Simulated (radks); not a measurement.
Excited configurations of Sb: one electron is placed in a higher orbital outside [Kr] 4d10 5s2 5p2. The ground configuration is [Kr] 4d10 5s2 5p3. Method: scalar-relativistic Kohn-Sham, LDA (Slater exchange, Perdew-Wang correlation), spin-unpolarised, spherical densities, finite nucleus; Fermi nuclear charge, rms radius 4.6802 fm; computed with a radial shooting solver on a logarithmic mesh with Libxc functionals. Excitation = E - E(ground); binding = E(ion) - E, where the ion is the core of charge +1; n* = 1/sqrt(2 binding) in atomic units, and the quantum defect is n - n*.

\begin{tabular}{lrrrr}
outer orbital & excitation (eV) & binding (eV) & n* & eigenvalue (eV) \\ \hline
4f & 7.598 & 0.917 & 3.851 & -0.437 \\
5d & 6.521 & 1.994 & 2.612 & -0.692 \\
5f & 7.878 & 0.637 & 4.622 & -0.369 \\
6s & 5.165 & 3.350 & 2.015 & -1.896 \\
6p & 6.290 & 2.225 & 2.473 & -1.207 \\
6d & 7.316 & 1.199 & 3.369 & -0.650 \\
7s & 6.919 & 1.596 & 2.920 & -0.975 \\
7p & 7.302 & 1.213 & 3.349 & -0.731 \\
7d & 7.749 & 0.766 & 4.215 & -0.468 \\
7f & 8.166 & 0.349 & 6.241 & -0.230 \\
\end{tabular}

The Delta-SCF ionisation energy is 8.515 eV (NIST Atomic Spectra Database: 8.608 eV, measured). Self-interaction in the functional shifts the binding energies and quantum defects, so they are the method's values and not measured ones. Spin polarisation and multiplet splitting are left out, so open shells lie too high by an amount that depends on their filling. Spin-orbit splitting is averaged out at the scalar-relativistic level.

Beside tabulated values, note that spin-unpolarised runs miss the spin-polarisation part of the exchange energy of open shells.
